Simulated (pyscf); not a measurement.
Structures and frequencies: ωB97X-D3(BJ)/def2-SVP in PySCF.

**Question.** What is the homolytic dissociation enthalpy (298 K, ωB97M-D3(BJ)/def2-TZVP) of the Si–Zn bond of HO–SiH₂–ZnH, to HO–SiH₂• + ZnH•?

**Answer.** Si–Zn to HO–SiH₂• + ZnH•: 2.87 eV. The 7 functionals that were run give +2.59 (M06-2X) to +3.09 eV (ωB97X-D3(BJ)). HO–SiH₂–ZnH lies 0.66 eV over its isomer H₃Si–O–ZnH, and others may lie lower still (electronic energy, ωB97M-D3(BJ)). Other isomers of HO–SiH₂• were not searched in full and may lie lower. Elements up to Kr have no core potential and no relativistic terms here.
